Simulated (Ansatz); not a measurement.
## One elementary step

Start structure (BH$_{4}$ClO$_{3}$, closed shell), relaxed at PBE0-D4/def2-TZVP:

B1  (-0.521, 0.015, -0.913)
Cl2  (0.972, -0.757, -1.462)
O3  (-1.340, 0.669, -1.767)
O4  (-0.825, -0.075, 0.404)
H5  (2.163, -0.620, 1.773)
O6  (1.514, -0.117, 2.270)
H7  (-1.032, 0.675, -2.676)
H8  (-1.641, 0.382, 0.629)
H9  (0.710, -0.172, 1.742)
(Å)

The step: BH₂ClO₂ ([OH][B]([OH])[Cl]) + H₂O → BH₃O₃ ([OH][B]([OH])[OH]) + HCl; bonds formed: B1–O6, Cl2–H5; bonds broken: B1–Cl2, H5–O6. Computed with Ansatz 0.2.0 (basis: def2-TZVPP and def2-QZVPP); correlated methods freeze the cores. Extrapolation: Hartree–Fock as exp(−7.88 √X), correlation as X^−2.97. Energies below are by CCSD(T) at an estimated basis limit (MP2 extrapolated from triple and quadruple zeta, plus CCSD(T) − MP2 in triple zeta).

Task: What are the electronic barrier and the energy of the step, from the start structure to the end structure? (To be estimated.)

Result: Computed: Barrier 17.17 kcal/mol; step energy -11.19 kcal/mol (downhill); reverse barrier, their difference, 28.36 kcal/mol. Barrier and step energy count from the start structure, the reverse barrier from the end structure.

The saddle point: One imaginary mode of 435i cm⁻¹.
```
  pair  start (Å)  saddle (Å)  end (Å)
 B1–O6       3.78        1.53     1.38
Cl2–H5       3.45        1.73     1.30
B1–Cl2       1.77        2.36     3.68
 H5–O6       0.96        1.08     1.81
```

Zero-point energy (harmonic, PBE0-D4): ZPE is 37.09 kcal/mol at the start and 36.48 kcal/mol at the saddle, so the barrier goes from 17.17 to 16.56 kcal/mol.

T1 diagnostic: at most 0.012.

The step is the kind of ligand exchange by which a precursor binds to a hydroxyl group, or is hydrolysed, in atomic layer deposition of oxides.

Labels in which every atom is bracketed show which atoms are joined, not bond orders.

For scale, one of the runs: CCSD(T)/def2-TZVPP, 222 basis functions, launched by `ansatz run in.yaml --threads 4 --pin off --events-out ev --progress --plain --max-ram 9574MiB`. Hardware: 4 CPU threads of an Arm Neoverse V1, shared host. Wall time 120 s; peak host memory 3.7 GiB.
